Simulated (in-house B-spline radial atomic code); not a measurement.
# RPA and G0W0 on wB97X: the mercury ion Hg⁺

Configuration [Xe] 4f14 5d10 6s1, highest spin, mean-field start wB97X. Computed with an all-electron radial atomic-structure program (B-spline basis): all electrons, scalar-relativistic (spin-free one-electron X2C), finite nucleus, each spin shell either full or empty, empty states to l = 9 with an (l + 1/2)⁻⁴ tail; G0W0 by contour deformation at full frequency.

Without the two-electron picture change, the correlation of inner shells comes somewhat too large for so heavy an element.

RPA overbinds a lone outer s electron by self-correlation, and G0W0 tends to as well.

Command:
```bash
python run_gw.py task.json out
```
Settings (radii: box in bohr, nucleus in fm):
```
Z                        80
electrons                79
configuration            [Xe] 4f14 5d10 6s1
hamiltonian              x2c
method                   wb97x
lmax                     9
rms_radius               5.4648
spin_polarised           True
box_radius               23.78
intervals                70
ion_configuration        [Xe] 4f14 5d10
```

Run time, properties included: 26 s on 1 thread of Arm Neoverse N1 (shared host).

Energies (hartree):

```
                                     term         value
                         mean-field total  -19626.69537
Hartree-Fock functional on these orbitals  -19619.77769
                      direct second order       -7.9398
                    second-order exchange        1.9653
                         SOSEX correction        1.8499
```

**Question.** What is the RPA correlation energy, and what remains with SOSEX?

**Answer.** RPA gives -6.9719 hartree (-2.4 eV per electron); RPA + SOSEX gives -5.122, and the second-order doubles -5.9744 hartree (no singles). SOSEX takes back 27 % of the RPA value.

Quasi-particle levels (eV):

```
  level  occupied  mean field  Σx - vxc     Σc  QP weight     G0W0
  6s up       yes     -17.736      0.14      ?          ?        ?
5d down       yes     -22.998     -2.20  -0.02      0.928  -25.216
  5d up       yes     -23.210     -2.50   0.12      0.922  -25.594
6s down        no     -10.584      2.55  -2.35      0.955  -10.390
```

G0W0 = mean field + (Σx - vxc) + Σc, with Σc (partial-wave tail included) taken at the quasi-particle energy. Only the outer levels were computed. Levels of low weight are left out.

**Question.** Where does G0W0 put 6s up?

**Answer.** At -19.234 eV, with Σc = -1.64 eV and a quasi-particle weight of 0.959. The tabulated removal energy is 18.757 eV (NIST, measured); the calculation leaves out spin-orbit coupling, Breit and QED terms, and what these don't explain is the method's own error.

**Question.** What does it cost to remove one electron (to [Xe] 4f14 5d10) by differences of total energies, each species on its own start (correlation terms add to the Hartree-Fock functional)?

**Answer.** wB97X 18.389 eV, Hartree-Fock functional 17.043 eV, + RPA 18.929 eV, + RPA + SOSEX 18.377 eV, + second order 19.430 eV. Tabulated: 18.757 eV (NIST, measured); the calculation leaves out spin-orbit coupling, Breit and QED terms, and what these don't explain is the method's own error.
